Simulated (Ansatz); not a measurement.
CH$_{4}$GaNO, SMILES `N=[CH][GaH][OH]`, relaxed with RKS PBE0-D4/def2-TZVP in Ansatz from a PBE-D4/def2-SVP geometry. The force threshold is 0.005 eV/Å; the program also tests the step.

Total charge 0; spin multiplicity 1.

Start:

```xyz
8

N     1.183   -1.220   -0.743
C     0.159   -1.217    0.033
Ga   -0.845    0.426    0.607
O    -0.219    1.967   -0.107
H     1.423   -0.252   -1.042
H    -0.167   -2.218    0.404
H    -2.072    0.652    1.560
H     0.539    1.863   -0.712
```

Task: By how much does the energy fall, and how many steps does the optimiser take? (Best estimate.)

Result: Computed: 0.91 kcal/mol, in 6 steps.

Task: Which bonds change most? (An estimate is asked.)

Result: Ansatz gave: Ga3–O4 from 1.810 to 1.788 Å; C2–H6 from 1.116 to 1.097 Å; N1–H5 from 1.041 to 1.023 Å; O4–H8 from 0.975 to 0.959 Å.

Task: Give the relaxed structure. (Estimate.)

Result: Computed: 
```xyz
8

N     1.167   -1.236   -0.727
C     0.154   -1.205    0.037
Ga   -0.827    0.441    0.591
O    -0.226    1.974   -0.105
H     1.438   -0.301   -1.042
H    -0.180   -2.183    0.405
H    -2.044    0.601    1.548
H     0.518    1.910   -0.707
```
